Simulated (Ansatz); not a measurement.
```yaml
crystal:
  periodic: [true, true, true]
  atoms:
    - {symbol: F, position_ang: [-1.009432, -0.997047, 1.034565]}
    - {symbol: C, position_ang: [-0.026790, -0.752368, 0.143727]}
    - {symbol: Cl, position_ang: [1.533195, -1.197884, 0.812517]}
    - {symbol: C, position_ang: [-0.058404, 0.737749, -0.214883]}
    - {symbol: F, position_ang: [0.860840, 1.007744, -1.137287]}
    - {symbol: F, position_ang: [0.151844, 1.508568, 0.841527]}
    - {symbol: F, position_ang: [-1.255943, 1.034798, -0.720970]}
    - {symbol: H, position_ang: [-0.195312, -1.341548, -0.759186]}
basis:
  gaussian: {orbitals: def2-SVPD}
hamiltonian: {xc: {name: SVWN5}}
output: {forces: true}
```

```sh
$ ansatz run in.yaml --threads 4 --pin off --events-out ev --progress --plain --max-ram 10444MiB
```

It prints (some lines left out):

```
Error: YAML parse error: error: line 2 column 3: crystal: missing field `lattice` (a structure is typed as `lattice` and `atoms`, a molecule's as `atoms` in Å alone, or read from a run's directory, `checkpoint`)
 --> <input>:2:3
1 | crystal:
2 |   periodic: [true, true, true]
3 |   atoms:
4 |     - {symbol: F, position_ang: [-1.009432, -0.997047, 1.034565]}
```

In this input the molecule is marked periodic without a cell. The program refused the input.
